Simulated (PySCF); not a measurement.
## [CeBr2]2+ at several levels of theory

Computed with PySCF 2.14.0 (density fitting, no spin-orbit coupling) at the geometry relaxed with PBE0:

```xyz
3
[CeBr2]2+ (singlet)
Ce    0.0000    0.0000   -0.9034
Br    1.9162    0.0000    0.6795
Br   -1.9162    0.0000    0.6795
```

```csv
level,basis,state,HOMO (eV),gap (eV),charge on Ce1 (e),population of f-type functions on Ce1 (polarisation alone where 4f lies in the core),dipole about the centre of mass (D),largest force component (eV/Å)
PBE0,"Ce lcecp-2-SVP with ECP46, Br def2-SVP",singlet,–,–,1.75,0.07,6.80,0.01
TPSS,the same,singlet,–,–,1.70,0.07,6.48,0.69
revPBE,the same,singlet,–,–,1.63,0.07,6.15,0.70
```

In the lcecp rows the 4f levels are missing from HOMO and gap, and the state counts the valence alone.

Charges are Mulliken's, which hang on the basis. The relaxation used the grid (50, 194), these runs (75, 302) or, all-electron (x2c bases, spin-free X2C Hamiltonian), (99, 590).

Q: What does PBE0 with Ce lcecp-2-TZVP with ECP46, Br def2-TZVP give here?

A: state singlet, charge on Ce1 (e) 1.84, population of f-type functions on Ce1 (polarisation alone where 4f lies in the core) 0.09, dipole about the centre of mass (D) 6.62, largest force component (eV/Å) 0.06. Time: 13 s on 2 threads of Intel(R) Xeon(R) Platinum 8259CL CPU @ 2.50GHz (Skylake/Cascade Lake), with other jobs on the host, from free ions and atoms.
